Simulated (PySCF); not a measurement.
What binds to GeH3F, and how strongly

Gas-phase complexes of GeH3F, each in one structure from a short search with a few starts, optimised by PBE0-D3(BJ)/def2-SVPD or PBE0-D3(BJ)/def2-TZVPD; other ways of binding may lie lower. Energies in kcal/mol, wB97M-D3(BJ)/def2-TZVPD, counterpoise-corrected (PySCF): interaction is complex less parts frozen as they stand in it, binding adds what it costs to deform them. Contacts are written partner···GeH3F; electrostatic, Pauli and orbital are terms of the uncorrected same energy, whose rest is dispersion or correlation.

1 other partner is left out, for which the search missed the form known or expected to bind best.

No frequency run checks that these structures are minima.

Order these partners of GeH3F by binding energy, strongest first: bromide, hydrogen sulfide, dinitrogen, cyanide, phosphine, ethylene, methylamine.

cyanide (-27.5), bromide (-18.4), methylamine (-8.2), phosphine (-2.8), hydrogen sulfide (-2.5), ethylene (-2.0), dinitrogen (-1.3).
```
         partner  contact  distance (Å)  binding  interaction  electrostatic  Pauli  orbital
         cyanide   C···Ge          2.19    -27.5        -43.3         -105.3  122.6    -60.1
         bromide  Br···Ge          2.83    -18.4        -25.5          -45.7   46.7    -25.6
     methylamine   N···Ge          2.54     -8.2        -10.7          -28.9   33.4    -13.3
       phosphine   P···Ge          3.38     -2.8         -2.9           -6.6    7.7     -3.0
hydrogen sulfide   S···Ge          3.80     -2.5         -2.5           -3.4    2.8     -0.9
        ethylene    H···F          2.50     -2.0         -2.0           -2.4    2.3     -0.7
      dinitrogen   N···Ge          3.25     -1.3         -1.3           -1.6    1.6     -0.7
```
